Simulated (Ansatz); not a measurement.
Stepwise reaction of `[NH2][Ti]([OH])([F])[F]` with hydrogen chloride, as a gas-phase model of exchange steps in deposition or etching. ΔE in kJ/mol; ΔG adds harmonic PBE0-D4 terms to CCSD(T)/CBS, at 1 bar.

Isolated molecules relaxed with PBE0-D4/def2-TZVP in Ansatz; ΔE leaves out vibrations. CBS: MP2 limit from def2 TZ/QZ plus the TZ coupled-cluster correction, frozen cores. This one scheme is used for every species. Functionals use def2-TZVPP. B3LYP here is the variant with VWN-RPA as its local correlation; programs differ in this. For Ti outer-core shells are correlated without core-valence functions, which leaves a few kJ/mol of doubt a bond. Scalar relativity is left out up to krypton. Each species was taken in one conformer, which may not be the lowest.

```tsv
step	reaction	PBE-D4	B3LYP-D4	ωB97M-V	CCSD(T)/CBS	ΔG(400 K)
1	`[NH2][Ti]([OH])([F])[F]` + HCl → `[NH2][Ti]([OH])([F])[Cl]` + H–F	15.3	15.4	17.7	5.4	11.3
```

(1) Give the row of step 2, `[NH2][Ti]([OH])([F])[Cl]` + HCl → `[NH2][Ti]([OH])([Cl])[Cl]` + H–F. (An estimate is asked.)

(2) By hand: ΔE of the 2 steps together at CCSD(T)/CBS.

Results:

(1) The calculation gave: 
```csv
step,reaction,PBE-D4,B3LYP-D4,ωB97M-V,CCSD(T)/CBS,ΔG(400 K)
2,`[NH2][Ti]([OH])([F])[Cl]` + HCl → `[NH2][Ti]([OH])([Cl])[Cl]` + H–F,16.6,16.5,19.5,5.3,11.2
```

(2) (5.4) + (5.3) = 10.7 kJ/mol, or 5.3 kJ/mol a step.

In ΔE the steps differ by no more than 0.1 kJ/mol. All are uphill at CCSD(T)/CBS. ΔG lies between 11.2 and 11.3 kJ/mol a step. PBE-D4 differs from CCSD(T)/CBS by 9.9 to 11.3 kJ/mol a step. Isolated molecules leave out the surface, adducts and barriers. Largest T1 diagnostic: 0.024.
